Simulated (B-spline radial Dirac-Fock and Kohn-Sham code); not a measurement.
**Dipole and non-dipole photoemission parameters of Mn⁺ 2p3/2**

System: manganese as Mn⁺, [Ar] 3d5 4s1; threshold 660.3 eV (orbital energy of the model). Calculated with a radial finite-basis atomic code, using Dirac-Hartree-Slater photoionisation with a Latter tail; cross sections with all multipoles, angular parameters from the dipole term and its interference with E2.

Input of the calculation (task.json; shells as n, l, electrons):

```json
{"items": [{
  "Z": 25,
  "q": 1,
  "cfg": [[1, 0, 2], [2, 0, 2], [2, 1, 6], [3, 0, 2], [3, 1, 6], [3, 2, 5], [4, 0, 1]],
  "A": 55,
  "rrms": 3.7057,
  "do": "xps",
  "hv": [65.3, 68.4, 85.5, 158.0, 162.0, 245.0, 300, 326.0, 447.0, 600, 1000, 1230.0, 1486.9, 1660.0, 1750.0, 1890.0, 2580.0, 2630.0, 2950.0, 2984.4, 3300.0, 3660.0, 4520.0, 5414.7, 6060.0, 6130.0, 6570.0, 9210.0, 9251.7, 15000]
}]}
```

Launch: `python xray2_run.py task.json out`

For linearly polarised light dσ/dΩ = σ/(4π) [1 + β P₂(cos θ) + (δ + γ cos²θ) sin θ cos φ], with θ from the polarisation vector and φ the angle between the beam and the projection of the electron momentum on the plane normal to the polarisation.

```
hν (eV)  σ (kb)      β      γ      δ
   1000     363  1.423  0.054  0.018
   1230     211  1.468  0.195  0.023
 1486.9     125  1.463  0.328  0.028
   1660    91.5  1.448  0.404  0.031
   1750    78.7  1.438  0.440  0.033
   1890    63.0  1.421  0.493  0.036
   2580       ?      ?      ?      ?
   2630    23.6  1.320  0.713  0.052
   2950    16.6  1.276  0.785  0.060
 2984.4    16.0  1.271  0.792  0.060
   3300    11.7  1.230  0.852  0.068
   3660    8.46  1.184  0.912  0.077
   4520    4.30  1.086  1.030  0.098
 5414.7    2.38  0.998  1.122  0.120
   6060    1.64  0.942  1.176  0.135
   6130    1.58  0.937  1.181  0.137
   6570    1.25  0.902  1.213  0.147
   9210   0.395  0.733  1.354  0.207
 9251.7   0.389  0.731  1.356  0.208
  15000  0.0703  0.504  1.515  0.323
```

Task: Give the values at 2580 eV.

Result: σ = 25.0 kb, β = 1.327, γ = 0.700, δ = 0.051.
